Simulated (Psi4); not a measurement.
C$_{3}$H$_{8}$N (SMILES [CH2]N(C)C), doublet, at a GFN2-xTB geometry. Base run: SVWN/def2-SV(P) in Psi4.

Here is a job for Psi4.
```
memory 2 GB

molecule {
0 2
N     0.00107674    0.05252662    0.22290961
C    -0.00119711    1.43247889    0.07940335
C     1.20870810   -0.64841920   -0.12711140
C    -1.20848741   -0.65112173   -0.11479853
H     0.91995774    1.93255837    0.31358775
H    -0.92103430    1.93050006    0.32296552
H     1.30930264   -0.79359459   -1.21222697
H     1.20646811   -1.62978335    0.35106755
H     2.06996861   -0.08568093    0.22685824
H    -1.31980642   -0.79653405   -1.19883464
H    -2.06735332   -0.09030664    0.24793320
H    -1.19918176   -1.63247297    0.36332161
}

set {
  basis def2-sv(p)
  reference uks
}

energy('svwn')
print_variables()
```

Variants of this job, named by their change:

| change | ΔE vs base (eV) | point group used | SCF cycles |
|---|---|---|---|
| base | 0.00 | c1 | 9 |
| molecule keys = symmetry c1, no_reorient, no_com | 0.00 | c1 | 9 |
| molecule keys = no_reorient | 0.00 | c1 | 9 |
| molecule keys = symmetry c1 | 0.00 | c1 | 9 |
| jitter_ang = 0.002 | 0.00 | c1 | 9 |

Open shells are given as the SCF converged; they aren't shown to be the lowest states, and a large step between rows can be another state.
